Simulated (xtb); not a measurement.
C2ClO2Pt, doublet, from a rough starting geometry (GFN-xTB shapes and energies of metal compounds can be far from the true ones) (the multiplicity is a formal guess); GFN2-xTB run with xtb.

xtb was given this input:
```
$ xtb mol.xyz --gfn 2 --uhf 1 --opt vtight --json

# file mol.xyz
6

Pt    -0.53706831    -0.63187010     0.22978016
Cl    -2.38176341    -1.59300121     0.02137828
O      0.06093437     1.92256876    -1.25803305
C     -0.61307995     1.07226311    -0.88025246
O      2.29061118    -0.37202725     1.16371780
C      1.21450961    -0.40984789     0.78597007
```

Question: What does xtb print? Leave out banner, timings and long lists.

Answer: 
```
   ID    Z sym.   atoms
    1   78 Pt     1
    2   17 Cl     2
    3    8 O      3, 5
    4    6 C      4, 6

           -------------------------------------------------
          |                Calculation Setup                |
           -------------------------------------------------

           -------------------------------------------------
          |                 G F N 2 - x T B                 |
           -------------------------------------------------

          ...................................................
          :                      SETUP                      :
          :.................................................:
          :  # basis functions                  36          :
          :  # atomic orbitals                  34          :
          :  # shells                           14          :
          :  # electrons                        37          :
          :  max. iterations                   250          :
          :  Hamiltonian                  GFN2-xTB          :
          :  restarted?                      false          :
          :  GBSA solvation                  false          :
          :  PC potential                    false          :
          :  electronic temp.          300.0000000     K    :
          :  accuracy                    1.0000000          :
          :  -> integral cutoff          0.2500000E+02      :
          :  -> integral neglect         0.1000000E-07      :
          :  -> SCF convergence          0.1000000E-05 Eh   :
          :  -> wf. convergence          0.1000000E-03 e    :
          :  Broyden damping             0.4000000          :
          :  net charge                          0          :
          :  unpaired electrons                  1          :
          ...................................................

 iter      E             dE          RMSdq      gap      omega  full diag
   1    -21.3979601 -0.213980E+02  0.110E+01    3.13       0.0  T
   2    -21.5244039 -0.126444E+00  0.610E+00    1.24       1.0  T
   3    -21.5861945 -0.617907E-01  0.429E+00    1.98       1.0  T
   4    -21.5706428  0.155517E-01  0.278E+00    1.40       1.0  T
   5    -21.6061409 -0.354980E-01  0.336E-01    1.65       1.0  T
   6    -21.6061995 -0.586421E-04  0.248E-01    1.68       1.0  T
   7    -21.6063073 -0.107796E-03  0.990E-02    1.66       1.0  T
   8    -21.6063050  0.231153E-05  0.912E-02    1.66       1.0  T
   9    -21.6063216 -0.166532E-04  0.482E-02    1.66       1.0  T
  10    -21.6063271 -0.549303E-05  0.231E-02    1.66       1.8  T
  11    -21.6063276 -0.501498E-06  0.175E-02    1.66       2.3  T
  12    -21.6063282 -0.523775E-06  0.274E-03    1.66      14.9  T
  13    -21.6063282 -0.879520E-08  0.135E-03    1.66      30.3  T
  14    -21.6063282 -0.211886E-08  0.110E-03    1.66      37.2  T
  15    -21.6063282 -0.235971E-08  0.495E-04    1.66      82.4  T
  16    -21.6063282 -0.661920E-09  0.130E-04    1.66     312.9  T

   *** convergence criteria satisfied after 16 iterations ***

         :::::::::::::::::::::::::::::::::::::::::::::::::::::
         ::                     SUMMARY                     ::
         :::::::::::::::::::::::::::::::::::::::::::::::::::::
         :: total energy             -21.453488419713 Eh    ::
         :: gradient norm              0.026282301402 Eh/a0 ::
         :: HOMO-LUMO gap              1.662706250323 eV    ::
         ::.................................................::
         :: SCC energy               -21.606323483397 Eh    ::
         :: -> isotropic ES            0.020773799647 Eh    ::
         :: -> anisotropic ES          0.000411491844 Eh    ::
         :: -> anisotropic XC         -0.000366698019 Eh    ::
         :: -> dispersion             -0.005160849164 Eh    ::
         :: repulsion energy           0.152835063684 Eh    ::
         :: add. restraining           0.000000000000 Eh    ::
         :: total charge               0.000000000050 e     ::
[...]
 * total energy  :   -21.4580313 Eh     change       -0.4963278E-03 Eh
 * total energy  :   -21.4568803 Eh     change        0.1150958E-02 Eh
 * total energy  :   -21.4580889 Eh     change       -0.1208560E-02 Eh
 * total energy  :   -21.4581109 Eh     change       -0.2207786E-04 Eh
 * total energy  :   -21.4581313 Eh     change       -0.2038046E-04 Eh
 * total energy  :   -21.4581498 Eh     change       -0.1846736E-04 Eh
 * total energy  :   -21.4581582 Eh     change       -0.8423775E-05 Eh
 * total energy  :   -21.4581629 Eh     change       -0.4642635E-05 Eh
 * total energy  :   -21.4581655 Eh     change       -0.2599789E-05 Eh
 * total energy  :   -21.4581660 Eh     change       -0.5856495E-06 Eh
 * total energy  :   -21.4581662 Eh     change       -0.1196254E-06 Eh
 * total energy  :   -21.4581662 Eh     change       -0.1270057E-07 Eh
   *** GEOMETRY OPTIMIZATION CONVERGED AFTER 33 ITERATIONS ***
         :: total energy             -21.458166176302 Eh    ::
[...]
        12        2.0000           -0.4570553             -12.4371
        13        2.0000           -0.4507370             -12.2652
        14        2.0000           -0.4456453             -12.1266
        15        2.0000           -0.4329140             -11.7802
        16        2.0000           -0.4282028             -11.6520
        17        2.0000           -0.4242873             -11.5454
        18        2.0000           -0.4185465             -11.3892
        19        1.0000           -0.3778910             -10.2829 (HOMO)
        20                         -0.3069492              -8.3525 (LUMO)
        21                         -0.3035353              -8.2596
        22                         -0.2882085              -7.8426
        23                         -0.2513343              -6.8392
        24                         -0.0339468              -0.9237
        25                          0.0136831               0.3723
        26                          0.0292205               0.7951
        27                          0.0292358               0.7955
        28                          0.0401528               1.0926
        29                          0.0442878               1.2051
        30                          0.2854600               7.7678
       ...                                ...                  ...
        34                          0.9164454              24.9377
      -------------------------------------------------------------
                  HL-Gap            0.0709417 Eh            1.9304 eV
             Fermi-level           -0.3703188 Eh          -10.0769 eV

     #   Z          covCN         q      C6AA      α(0)
     1  78 Pt       2.711    -0.039   347.794    35.140
     2  17 Cl       0.852    -0.170   104.417    15.632
     3   8 O        0.860    -0.083    16.267     5.408
     4   6 C        1.773     0.174    27.050     8.408
     5   8 O        0.856    -0.088    16.344     5.420
     6   6 C        1.793     0.206    26.337     8.294

 Mol. C6AA /au·bohr⁶  :       2213.793459
 Mol. C8AA /au·bohr⁸  :     120143.895780
 Mol. α(0) /au        :         78.302269

Wiberg/Mayer (AO) data.
largest (>0.10) Wiberg bond orders for each atom

 ---------------------------------------------------------------------------
     #   Z sym  total        # sym  WBO       # sym  WBO       # sym  WBO
 ---------------------------------------------------------------------------
     1  78 Pt   3.971 --     6 C    1.278     2 Cl   1.183     4 C    1.043
                             5 O    0.252     3 O    0.217
     2  17 Cl   1.437 --     1 Pt   1.183
     3   8 O    2.576 --     4 C    2.291     1 Pt   0.217
     4   6 C    3.448 --     3 O    2.291     1 Pt   1.043
     5   8 O    2.574 --     6 C    2.254     1 Pt   0.252
     6   6 C    3.671 --     5 O    2.254     1 Pt   1.278
 ---------------------------------------------------------------------------

Topologies differ in total number of bonds
Writing topology from bond orders to xtbtopo.mol

molecular dipole:
                 x           y           z       tot (Debye)
 q only:        0.817       0.538       0.251
   full:        0.341       0.031       0.129       0.931
molecular quadrupole (traceless):
                xx          xy          yy          xz          yz          zz
 q only:       -3.166      -3.189       1.593      -0.592       0.075       1.574
  q+dip:       -1.636      -1.587       1.338      -0.198      -0.658       0.297
   full:       -1.854      -1.385       2.119      -0.741      -0.419      -0.264

optimized geometry written to: xtbopt.xyz

           -------------------------------------------------
          | TOTAL ENERGY              -21.458166176302 Eh   |
          | GRADIENT NORM               0.000100786461 Eh/α |
          | HOMO-LUMO GAP               1.930422959284 eV   |
           -------------------------------------------------

normal termination of xtb
```
